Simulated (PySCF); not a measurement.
Ar⁺: ionisation energy

Ar⁺ [Ne] 3s2 3p5 (2P) → Ar²⁺ [Ne] 3s2 3p4 (3P), as a difference of total energies. All numbers are calculated (PySCF 2.14, the non-relativistic Hamiltonian (point nucleus), in def2-TZVPPD (6s6p4d1f, 51 functions)). Correlated levels: valence and next inner shell: 1s2 frozen. The calculations carry no spin-orbit coupling.

```json
{"method": "UHF", "ionisation energy (eV)": "26.362", "plus first-order spin-orbit estimate": "26.355", "error of that sum (eV)": "-1.275"}
{"method": "MP2 (valence and next inner shell)", "ionisation energy (eV)": "27.359", "plus first-order spin-orbit estimate": "27.353", "error of that sum (eV)": "-0.277"}
{"method": "SCS-MP2 (valence and next inner shell)", "ionisation energy (eV)": "27.346", "plus first-order spin-orbit estimate": "27.340", "error of that sum (eV)": "-0.290"}
{"method": "CCSD (valence and next inner shell)", "ionisation energy (eV)": "27.314", "plus first-order spin-orbit estimate": "27.308", "error of that sum (eV)": "-0.322"}
{"method": "CCSD(T) (valence and next inner shell)", "ionisation energy (eV)": "27.350", "plus first-order spin-orbit estimate": "27.343", "error of that sum (eV)": "-0.287"}
```

Reference: 27.630 eV (measured; NIST Atomic Spectra Database, ionization energies).

A first-order spin-orbit estimate (lowest level to lowest level, LS coupling) adds -0.006 eV.

Errors of the correlated levels include the incompleteness of this basis and the frozen core.
